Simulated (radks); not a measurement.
Results of a calculation; reference values are marked as such.
Problem. Mean orbital radii <r> (bohr) of neutral dysprosium, [Xe] 4f10 6s2, of relativity; Dirac values are averaged over j with weights 2j + 1. Spin-unpolarised spherical Kohn-Sham, LDA (Slater exchange, Perdew-Wang correlation), point nucleus unless stated (finite: rms radius 5.2218 fm), a radial shooting solver on a logarithmic mesh with Libxc functionals. A level marked "c x" has the speed of light scaled by that factor and shares open shells by 2j + 1; other Dirac levels either fill j = l - 1/2 first or share by 2j + 1.

| shell | non-rel. |
|---|---|
| 3s | 0.2514 |
| 3p | 0.2411 |
| 3d | 0.2133 |
| 4s | 0.5668 |
| 4p | 0.5793 |
| 4d | 0.6115 |
| 5s | 1.403 |
| 5p | 1.597 |
| 4f | 0.8289 |
| 6s | 4.336 |
| 5d (empty) | 3.103 |
| 6p (empty) | 5.818 |

Give the values at the level "Dirac, c x 3".

Solution. 
shell       Dirac, c x 3  change of magnitude (%)
3s                0.2496                    -0.72
3p                0.2402                    -0.37
3d                0.2132                    -0.06
4s                0.5629                    -0.69
4p                0.5773                    -0.34
4d                0.6113                    -0.03
5s                 1.393                    -0.76
5p                 1.592                    -0.33
4f                0.8338                    +0.60
6s                 4.308                    -0.63
5d (empty)         3.135                    +1.02
6p (empty)         5.819                    +0.01
